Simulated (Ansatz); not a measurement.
Total energies of `Cc1cc(-c2sc(-c3sc(-c4sc(-c5sc(-c6sc(S)cc6C)cc5C)cc4C)cc3C)cc2C)sc1S` from Ansatz at PBE0-D4/def2-TZVP, gas phase (1 Eh = 27.2114 eV = 2625.5 kJ/mol). The reference geometry is relaxed at PBE-D4/def2-SVP.

| state | geometry | energy (Eh) |
| --- | --- | --- |
| charge 0 singlet | reference | -4342.52122 |
| charge 1 doublet | reference | -4342.30541 |
| charge -1 doublet | reference | -4342.57823 |
| free C atom (triplet) | – | -37.80537 |
| free S atom (triplet) | – | -397.97371 |
| free H atom (doublet) | – | -0.50104 |

Single mean-field runs in def2-TZVP are fitted with def2-universal-jkfit.

(1) Work out the vertical ionisation energy to the doublet.

(2) Work out the vertical electron affinity, to the doublet.

(3) Give the fundamental gap IE − EA, the Mulliken electronegativity (IE + EA)/2 and the hardness (IE − EA)/2.

(4) What is the binding energy per atom against free atoms?

(1) E(charge 1 doublet) − E(charge 0 singlet) = -4342.30541 − (-4342.52122) = 0.21581 Eh = 5.87 eV. For comparison, −ε of the highest occupied level is 4.99 eV at this level, 0.88 eV less.

(2) E(charge 0 singlet) − E(charge -1 doublet) = -4342.52122 − (-4342.57823) = 0.05701 Eh = 1.55 eV. The basis lacks diffuse functions, which makes affinities too small.

(3) From the values in Eh: IE − EA = 0.21581 − 0.05701 = 0.15880 Eh = 4.32 eV; (IE + EA)/2 = 3.71 eV; (IE − EA)/2 = 2.16 eV. The HOMO–LUMO gap of the same run is 2.65 eV, 1.67 eV smaller than the fundamental gap.

(4) Atoms: 30 × (-37.80537) + 8 × (-397.97371) + 26 × (-0.50104) = -4330.97782 Eh. Binding: -4330.97782 − (-4342.52122) = 11.54340 Eh = 314.11 eV, or 4.91 eV for each of 64 atoms (no zero-point energy, no counterpoise term).
